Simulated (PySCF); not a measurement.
Molecule: SMILES CNB(P)NC, C2H10BN2P.

Bonds (- single, = double, # triple, : aromatic): C1-N2, N2-B3, B3-P4, B3-N5, N5-C6. C1 carries H7, H8, H9; N2 carries H10; P4 carries H11, H12; N5 carries H13; C6 carries H14, H15, H16.

Frames of a GFN2-xTB Langevin trajectory at 200 K; GIAO PBE0/pcSseg-1 shieldings in PySCF, gas phase, non-relativistic; equivalent atoms averaged within each frame.

References, each an isolated molecule treated in the same way: 13C (σ = 186.93 ppm) and 1H (σ = 31.72 ppm) against TMS; NH3 for 15N (σ = 267.73 ppm); BF3·OEt2 for 11B (σ = 100.07 ppm); 31P (σ = 318.38 ppm) against H3PO4. The references are static minima.

How do the shifts (ppm) fluctuate along the trajectory?

Answers


```tsv
time (fs)	C1/C6	N2/N5	B3	P4	H7/H8/H9/H14/H15/H16	H10/H13	H11/H12
optimised geometry	32.8	78.7	26.9	-261.8	2.82	2.25	1.09
250	35.4	78.4	29.4	-257.6	3.09	2.17	1.52
425	30.4	84.9	29.3	-270.8	2.63	2.69	1.04
625	31.2	89.3	31.5	-251.4	2.51	3.01	1.21
800	36.8	85.5	28.7	-246.5	3.34	2.10	2.01
1000	29.5	78.9	26.5	-281.8	2.48	2.52	0.47
mean of frames	32.7	83.4	29.1	-261.6	2.81	2.50	1.25
standard deviation	3.2	4.7	1.8	14.5	0.38	0.38	0.57
```

5 frames give an uncertainty of the mean of about the standard deviation over 2.2 at best, since frames this close in time may not be independent; classical motion lacks zero-point vibration, and the reference would need the same averaging.
